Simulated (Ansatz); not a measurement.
Program: Ansatz. Geometries: PBE0-D4/def2-TZVP. ΔE: electronic, gas phase. CBS: MP2 limit from def2 TZ/QZ plus the TZ coupled-cluster correction, frozen cores. This one scheme is used for every species, atoms too. DFT in def2-TZVPP. B3LYP here is the variant with VWN-RPA as its local correlation; programs differ in this. Open shells (•) are unrestricted, without spin–orbit coupling. Spin–orbit coupling would lower the free atoms: a little for C, O, Si. One conformer a species, not always the lowest.

`CC(C)[Si]O` → 3 C• + 8 H• + O• + Si•  (atomization)

```json
{"level": "B3LYP-D4", "ΔE (kJ/mol)": "5001.1"}
{"level": "CCSD(T)/def2-TZVPP", "ΔE (kJ/mol)": "4887.2"}
{"level": "MP2/def2-QZVPP", "ΔE (kJ/mol)": "5018.3"}
{"level": "CCSD/CBS(def2)", "ΔE (kJ/mol)": "4940.6"}
```

What does CCSD(T)/CBS give? (Estimate.)

The calculation gave: +5007.6 kJ/mol. The listed levels differ from it by -6.5, -120.4, 10.7, -67.0 kJ/mol.

Largest T1 diagnostic among the species: 0.013.

From PBE to PBE0 (25 % exact exchange), in def2-TZVPP and without D4, ΔE moves by −72.7 kJ/mol: exact exchange takes away binding that semilocal exchange gives to molecules. The D4 term adds +44.5 kJ/mol with B3LYP and +23.4 kJ/mol with PBE0; it sums over pairs of atoms, weighted by their polarisabilities, and B3LYP, whose exchange is more repulsive, gets the larger term.

For atomizations the MP2-based limit and the directly extrapolated one differ by several kJ/mol either way, and by 10 to 25 for some Ge, Se and Sn compounds, so smaller differences from it don't rank the levels.
